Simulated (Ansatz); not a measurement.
```
atom    x (Å)    y (Å)   z (Å)
   C   0.0000   0.0000  0.0000
   C   1.2124   0.7000  0.0000
   C   2.4249   0.0000  0.0000
   C   3.6373   0.7000  0.0000
   C   4.8497   0.0000  0.0000
   C   6.0622   0.7000  0.0000
   C   7.2746   0.0000  0.0000
   C   8.4870   0.7000  0.0000
   C   9.6995   0.0000  0.0000
   H   0.0000  -1.0900  0.0000
   H  -0.9440   0.5450  0.0000
   H   1.2124   1.7900  0.0000
   H   2.4249  -1.0900  0.0000
   H   3.6373   1.7900  0.0000
   H   4.8497  -1.0900  0.0000
   H   6.0622   1.7900  0.0000
   H   7.2746  -1.0900  0.0000
   H   8.4870   1.7900  0.0000
   H  10.6434   0.5450  0.0000
   H   9.6995  -1.0900  0.0000
```

Basis set: def2-TZVP (spherical functions). Charge 0, multiplicity 2.

Computed with Ansatz (development build ahead of 0.2.0); each method stands on the lowest determinant of its kind that the runs found. Restricted functionals stand beside restricted open-shell atoms, which can lie above the unrestricted atoms usual in DFT and then raise those values.

(1) Give the atomization energy at this shape (free ground-state atoms in the same class of orbitals less the molecule, no zero-point energy) of doublet C9H11 by ωB97X (restricted open-shell), PBE0 (unrestricted), PBE0 (restricted open-shell).

## Answers

(1)

```csv
method,atomization energy
ωB97X (restricted open-shell),91.81 eV
PBE0 (unrestricted),92.81 eV
PBE0 (restricted open-shell),93.08 eV
```

Caution for PBE0 (unrestricted): the unrestricted determinant is spin contaminated.

The shape needn't be a minimum at these levels.
